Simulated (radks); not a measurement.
Task: The mean radii <r> (bohr) of the occupied orbitals of an atom or ion are listed with their occupations. Calculated with a radial shooting solver on a logarithmic mesh with Libxc functionals: Dirac Kohn-Sham, LDA (Slater exchange, Perdew-Wang correlation), spin-unpolarised, spherical densities, point nucleus.

orbital     occ.      <r>
1s1/2          2  0.01967
2s1/2          2  0.08279
2p1/2          2  0.06875
2p3/2          4  0.07624
3s1/2          2   0.2165
3p1/2          2   0.2062
3p3/2          4   0.2203
3d3/2          4   0.1936
3d5/2          6   0.1979
4s1/2          2   0.4877
4p1/2          2   0.4953
4p3/2          4   0.5278
4d3/2          4   0.5523
4d5/2          6   0.5638
5s1/2          2    1.186
5p1/2          2    1.321
5p3/2          4    1.422
4f5/2    5.57143   0.7248
4f7/2    7.42857   0.7385

Name the element and its charge. Open shells, if any, are shared by 2j + 1.

Result: Z = 70, ytterbium, charge +3: Yb3+ in [Xe] 4f13. The 1s radius gives Z: for a bare nucleus <r> = (2 gamma + 1)/(2Z) with gamma = sqrt(1 - (Z/c)^2), 0.01942 bohr for Z = 70, and screening makes it slightly larger (0.01967 here). The occupations add up to 67, and the charge is Z minus that.
